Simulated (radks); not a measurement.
The nuclear charge of the scandium ion Sc+ is varied continuously with 20 electrons held in [Ar] 3d1 4s1. All-electron calculation, scalar-relativistic Kohn-Sham, LDA (Slater exchange, Perdew-Wang correlation), spin-unpolarised, spherical densities, point nucleus. Program: a radial shooting solver on a logarithmic mesh with Libxc functionals. By the Hellmann-Feynman theorem dE/dZ = E(electron-nucleus)/Z, the electronic potential at the nucleus. The scalar-relativistic energy here is not variational (the density holds large components alone), so the two differ by a part that grows with Z.

Z     E (hartree)  E(electron-nucleus)/Z (hartree)  HOMO  e(HOMO) (eV)  <r> HOMO (bohr)
20     -678.60925                         -80.7488    3d        -0.856            3.284
20.1   -686.71485                         -81.2861    3d        -1.424            2.907
20.2   -694.87412                         -81.8209    3d        -2.097            2.632
20.3   -703.08683                         -82.3536    3d        -2.863            2.422
20.4   -711.35280                         -82.8846    3d        -3.713            2.255
20.5   -719.67188                         -83.4143    3d        -4.639            2.120
20.6   -728.04395                         -83.9429    3d        -5.636            2.008
20.7   -736.46891                         -84.4706    3d        -6.697            1.913
20.8   -744.94667                         -84.9976    3d        -7.819            1.832
20.9   -753.47718                         -85.5239    3d        -8.997            1.761
21     -762.06038                         -86.0498    4s        -9.953            3.334
21.1   -770.69622                         -86.5752    4s       -10.778            3.267
21.2   -779.38466                         -87.1002    4s       -11.628            3.203
21.3   -788.12567                         -87.6249    4s       -12.503            3.142
21.4   -796.91923                         -88.1494    4s       -13.400            3.084
21.5   -805.76530                         -88.6736    4s       -14.321            3.029
21.6   -814.66387                         -89.1976    4s       -15.265            2.976
21.7   -823.61493                         -89.7215    4s       -16.230            2.926
21.8   -832.61845                         -90.2453    4s       -17.218            2.877
21.9   -841.67444                         -90.7689    4s       -18.227            2.831
22     -850.78287                         -91.2925    4s       -19.258            2.786

The central difference of E at Z = 21 is -86.095 hartree, to compare with the third column; the second derivative is -5.26 hartree.
